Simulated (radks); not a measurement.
The numbers below are computed, except where a source is named.
All-electron atom: the bismuth ion Bi33+ in [Kr] 4d10 4f4. Code: a radial shooting solver on a logarithmic mesh with Libxc functionals. Model: Dirac Kohn-Sham, PBE, spin-unpolarised, spherical densities, point nucleus; open shells are shared between the two j in proportion to 2j + 1. Some entries of the table are withheld. Estimate them.

orbital     occ.  eigenvalue (hartree)  <r> (bohr)  <1/r> (bohr^-1)
1s1/2          2             -3371.528     0.01578            103.4
2s1/2          2             -642.0600     0.06576            25.61
2p1/2          2             -618.5224     0.05389            25.54
2p3/2          4             -533.2707     0.06294            20.24
3s1/2          2             -188.7628      0.1704            9.421
3p1/2          2             -178.2204      0.1610            9.322
3p3/2          4             -158.9751      0.1771            7.941
3d3/2          4             -141.8293      0.1537            7.830
3d5/2          6             -137.7510      0.1586            7.526
4s1/2          2             -74.18128      0.3604            4.217
4p1/2          2                   (1)      0.3584              (2)
4p3/2          4                   (3)      0.3863              (4)
4d3/2          4             -56.70849      0.3794            3.515
4d5/2          6             -55.62025      0.3874            3.414
4f5/2    1.71429                   (5)         (6)            3.201
4f7/2    2.28571                   (7)         (8)            3.165

Answer. 
(1) 4p1/2 eigenvalue (hartree): -69.56593
(2) 4p1/2 <1/r> (bohr^-1): 4.124
(3) 4p3/2 eigenvalue (hartree): -64.15368
(4) 4p3/2 <1/r> (bohr^-1): 3.660
(5) 4f5/2 eigenvalue (hartree): -46.31902
(6) 4f5/2 <r> (bohr): 0.3638
(7) 4f7/2 eigenvalue (hartree): -46.02216
(8) 4f7/2 <r> (bohr): 0.3673
